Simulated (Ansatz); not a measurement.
Gas-phase electronic energies from Ansatz, PBE0-D4/def2-TZVP geometries. CCSD(T)/CBS is the MP2 limit (def2-TZVPP, def2-QZVPP) plus CCSD(T) − MP2 in def2-TZVPP, frozen cores. DFT in def2-TZVPP. B3LYP here is the variant with VWN-RPA as its local correlation; programs differ in this. Each species was taken in one conformer, which may not be the lowest.

Reaction (formal exchange of groups at a C–C bond): `N#CCB(O)F` + `CC(F)(F)F` → `N#CCC(F)(F)F` + `CB(O)F`

`N#CCB(O)F`:

Cartesian coordinates in Å:
```
N 1.878 2.122 0.505
C 1.176 1.358 0.011
C 0.293 0.389 -0.603
B -0.483 -0.547 0.407
O -1.167 -1.594 -0.092
F -0.480 -0.305 1.712
H 0.861 -0.233 -1.302
H -0.449 0.917 -1.214
H -1.630 -2.107 0.577
```

`CC(F)(F)F`:

Cartesian coordinates in Å:
```
C -0.432 -0.507 0.442
C 0.377 0.442 -0.385
F 1.533 -0.107 -0.785
F -0.281 0.823 -1.490
F 0.684 1.557 0.294
H 0.138 -0.790 1.326
H -0.659 -1.395 -0.147
H -1.359 -0.022 0.744
```

`N#CCC(F)(F)F`:

```xyz
9

N     2.262   -1.360   -0.119
C     1.376   -0.654   -0.299
C     0.263    0.245   -0.542
C    -0.822    0.134    0.515
F    -0.361    0.435    1.727
F    -1.809    0.987    0.226
F    -1.340   -1.092    0.561
H     0.617    1.278   -0.555
H    -0.187    0.025   -1.513
```

`CB(O)F`:

Cartesian coordinates in Å:
```
C 0.932 -0.014 -0.417
B -0.539 0.105 0.086
O -0.958 -0.485 1.229
F -1.433 0.811 -0.624
H 1.378 0.980 -0.519
H 1.554 -0.610 0.249
H 0.955 -0.462 -1.415
H -1.889 -0.325 1.411
```

```csv
level,ΔE (kJ/mol),difference from CCSD(T)/CBS
revPBE-D4,20.0,-0.9
BHLYP-D4,23.6,2.7
PBE-QIDH,21.8,0.9
PBE,21.0,0.1
B3LYP,22.6,1.7
LC-ωPBE,22.7,1.8
RPA@PBE/def2-TZVPP,18.2,-2.7
MP2/def2-SVP,18.8,-2.1
MP2/def2-TZVPP,19.5,-1.4
SCS-MP2/def2-TZVPP,19.7,-1.2
CCSD(T)/CBS,20.9,0
```

Largest T1 diagnostic among the species: 0.013.

Leaving LDA and LC-ωPBE aside and taking each functional with its dispersion term where it has one, the values, not all of them listed here, spread over 3.6 kJ/mol, from B97M-V to BHLYP-D4. In def2-TZVPP, CCSD(T) changes the Hartree–Fock value by −6.2 kJ/mol (the triples alone add −0.8 kJ/mol) and MP2 by −5.9 kJ/mol.

CCSD(T)/CBS has its own doubt, a few kJ/mol and more with outer-core shells, so smaller differences from it don't rank the levels.
